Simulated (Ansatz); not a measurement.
Ansatz (an electronic-structure program) input:
A basis named .json is the Basis Set Exchange file of that set.

Ansatz 0.2 input:
```yaml
crystal:
  periodic: [false, false, false]
  atoms:
    - {symbol: Pt, position_ang: [-0.00000000, -0.00000000, -0.01938769]}
    - {symbol: H, position_ang: [0.00000000, 0.00000000, 1.51223965]}
basis:
  gaussian:
    orbitals: def2-QZVPPD.json
    fitting: {mean_field: def2-universal-jkfit, correlation: def2-QZVPPD-RIFIT.json}
total_charge: -1
magnetization: {spin_polarized: false}
correlation: {method: mp2, electrons: outside_noble_gas}
```

Question: What final total energy does it print?

Answer: -119.42836 Eh (RI-MP2/def2-QZVPPD). The basis has 121 functions.

This state (charge -1, singlet) is run at the relaxed geometry of the species with charge 0 and multiplicity 2.
